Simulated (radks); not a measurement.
Effect of the nuclear size on the osmium ion Os2+, [Xe] 4f14 5d6. All-electron calculation, Dirac Kohn-Sham, BLYP, spin-unpolarised, spherical densities, finite nucleus; open shells are shared between the two j in proportion to 2j + 1; Fermi nuclear charge, rms radius 5.4126 fm. Program: a radial shooting solver on a logarithmic mesh with Libxc functionals. The rms radius is varied about that value; shifts are against it.

| rms radius (fm) | total energy shift (eV) | density at nucleus (e/bohr^3) | 1s1/2 shift (meV) | 2s1/2 shift (meV) | 5s1/2 shift (meV) | 5p1/2 shift (meV) | 5d5/2 shift (meV) | 6s1/2 (empty) shift (meV) | 6p1/2 (empty) shift (meV) |
|---|---|---|---|---|---|---|---|---|---|
| 4.8605 | -14.0 | 1.743e+06 | -5660 | -812 | -8.43 | -0.084 | 0.085 | -1.12 | -0.044 |
| 4.8876 | -13.4 | 1.74e+06 | -5390 | -774 | -8.03 | -0.080 | 0.081 | -1.06 | -0.042 |
| 5.4126 | 0 | 1.676e+06 | 0.000 | 0.000 | 0.000 | 0.000 | 0.000 | 0.000 | 0.000 |
| 5.8564 | 12.0 | 1.628e+06 | 4820 | 692 | 7.19 | 0.073 | -0.073 | 0.952 | 0.038 |
| 6.1325 | 19.7 | 1.6e+06 | 7940 | 1140 | 11.8 | 0.120 | -0.120 | 1.57 | 0.062 |

Slopes of the eigenvalues against <r^2> in GHz/fm^2, as finite differences over the two radii next to the reference (eigenvalue slopes, not the field-shift constants of lines): 1s1/2 237000, 2s1/2 34100, 5s1/2 353, 5p1/2 3.55, 5d5/2 -3.58, 6s1/2 (empty) 46.8, 6p1/2 (empty) 1.85.
